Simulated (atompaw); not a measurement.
Reading a pseudo-wave (Sb (Z = 51))

Columns: radius, all-electron u(r) and pseudo u(r) of the 5s shell (level -12.83 eV) of antimony in the configuration [Ar] 3d10 4s2 4p6 4d10 5s2 5p3; PBE, scalar-relativistic, PAW (atompaw) scheme, atompaw 4.2.0.5.

```
r (bohr)  all-electron   pseudo
   0.062       -0.1355  -0.0529
   0.123       -0.0700  -0.1026
   0.185        0.1602  -0.1488
   0.246        0.2460  -0.1879
   0.308        0.1754  -0.2195
   0.369        0.0256  -0.2409
   0.431       -0.1373  -0.2518
   0.492       -0.2663  -0.2510
   0.554       -0.3478  -0.2382
   0.615       -0.3771  -0.2137
   0.677       -0.3613  -0.1772
   0.738       -0.3105  -0.1308
   0.800       -0.2335  -0.0741
   0.862       -0.1405  -0.0094
   0.923       -0.0411   0.0602
   0.985        0.0620   0.1350
   1.046        0.1611   0.2107
   1.108        0.2565   0.2874
   1.169        0.3431   0.3609
   1.231        0.4226   0.4317
   1.292        0.4919   0.4960
   1.354        0.5532   0.5547
   1.415        0.6048   0.6051
   1.477        0.6487   0.6487
   1.538        0.6840   0.6840
   1.600        0.7126   0.7126
```

(1) How many radial nodes do the two functions have?

(2) Is the pseudo-wave norm-conserving?

Results:

(1) The all-electron 5s function has n − l − 1 = 4 (the table is too coarse to show those close to the nucleus); the pseudo-wave has 1, since 1 lower shell of the same l stays in the valence.

(2) No, it belongs to a PAW set: the norm inside the radius is not constrained, and the difference is carried by the augmentation charge.
